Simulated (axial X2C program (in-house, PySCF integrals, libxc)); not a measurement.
## TaO⁺: nuclear properties from DFT to coupled cluster

Computed with an axial X2C code built on PySCF integrals: two-component X2C with atomic mean-field Coulomb and Gaunt terms, Gaussian nuclei, basis Ta dyall-acv3z, O dyall-av3z with contracted cores.

R = 1.655 Å (near the PBE0 minimum at charge 1 of the determinant lowest at the starting distance; the state shown can have its own minimum elsewhere); state Ω = 1 (⟨Sz⟩ = -1.00, ⟨Lz⟩ = 2.00 at PBE0).

```
level  Eeff magnitude (GV/cm)  Ws magnitude Ta (kHz)  A∥/gI Ta (MHz)  A∥/gI O (MHz)
 PBE0                    20.6                   18.5           -7080          -19.9
   HF                    28.1                   24.6           -6690          -15.3
B3LYP                    21.9                   19.7           -7180          -19.7
```

Eeff is the effective electric field on the electron electric dipole moment in this Ω state and Ws the scalar–pseudoscalar constant of the nucleus named (defined with the proton number Z and per Ω); A∥ (defined per Ω) follows by multiplying with gI = μI/(I μN). The operators were transformed with the bare-nucleus X2C matrices; with these basis sets, hyperfine constants and field gradients can be off by tens of per cent, and where levels differ in sign neither size nor sign is settled.

Finite-field MP2, CCSD and CCSD(T), with 18 electrons correlated in 130 natural virtual spinors (MP2 remainder added):

```tsv
level	Eeff magnitude (GV/cm)	Ws magnitude Ta (kHz)	A∥/gI Ta (MHz)	A∥/gI O (MHz)
MP2	22.3	21.6	-7070	1.96
CCSD	23	20.6	-6910	-20.3
CCSD(T)	22.7	20.5	-6910	-14.9
```

T1 = 0.027 (Lee–Taylor). One unrestricted determinant, the lowest of a limited PBE0 search, is the reference; the functionals treat spin collinearly. With several open shells it need not be a pure state. Correlation of the inner shells is missing, which matters for properties at the nucleus. Number of frozen shells: Ta 4 s, 3 p, 2 d, 1 f; O 1 s.

(1) By how much does correlation change each value, CCSD(T) against HF?

## Answers

(1) Eeff magnitude -19 %; Ws magnitude Ta -17 %; A∥/gI Ta 3 %; A∥/gI O -3 %.
